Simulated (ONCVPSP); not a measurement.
**Transferability test, ONCV potential for tungsten (W)**

tungsten, optimised norm-conserving Vanderbilt (ONCV), made with ONCVPSP 4.0.1 (PBE, scalar-relativistic). Core [Kr] 4d10, reference 4f14 5s2 5p6 5d4 6s2. Waves: 5s+6s: rc 2.00 bohr, ncon 4, nbas 9, qcut 4.7 1/bohr, 2 projectors; 5p: rc 1.80 bohr, ncon 4, nbas 9, qcut 6.5 1/bohr, 2 projectors, debl 2.4 Ha; 5d: rc 1.70 bohr, ncon 5, nbas 9, qcut 5.4 1/bohr, 2 projectors, debl 3.7 Ha; 4f: rc 0.65 bohr, ncon 3, nbas 8, qcut 29.4 1/bohr, 2 projectors, debl 2.6 Ha. Local part: polynomial inside 0.40 bohr (lpopt 5, dvloc0 6 Ha). Core correction: none.

Energies are relative to the spin-unpolarised reference configuration 4f14 5s2 5p6 5d4 6s2; without spin polarisation the order of configurations can differ from experiment.

(1) Give the all-electron excitation energy and the error of the potential for: 4f14 5s2 5p6 5d4 6s1; 4f14 5s2 5p6 5d4 6s0; 4f14 5s2 5p6 5d3 6s0; 4f14 5s2 5p5 5d4 6s2.

Levels in the configuration 4f14 5s2 5p5 5d4 6s2:

| level | all-electron (eV) | pseudo (eV) |
| --- | --- | --- |
| 4f | -46.409 | -46.493 |
| 5s | -91.567 | -91.768 |
| 5p | -55.165 | -55.252 |
| 5d | -14.580 | -14.580 |
| 6s | -13.474 | -13.477 |

Note: ghosts flagged at negative energy: s at -1692.9 eV, s at -117.4 eV, p at -1003.1 eV, d at -211.8 eV; GHOST(+) flagged for p at 202.0 eV. A true bound ghost makes a file unfit for plane-wave use.

Results:

(1)

```tsv
valence configuration	charge	ΔE all-electron (eV)	error AE − PS (meV)
4f14 5s2 5p6 5d4 6s1	+1	8.883	-5.4
4f14 5s2 5p6 5d4 6s0	+2	24.563	-20
4f14 5s2 5p6 5d3 6s0	+3	49.946	-15
4f14 5s2 5p5 5d4 6s2	+1	48.942	-93
```
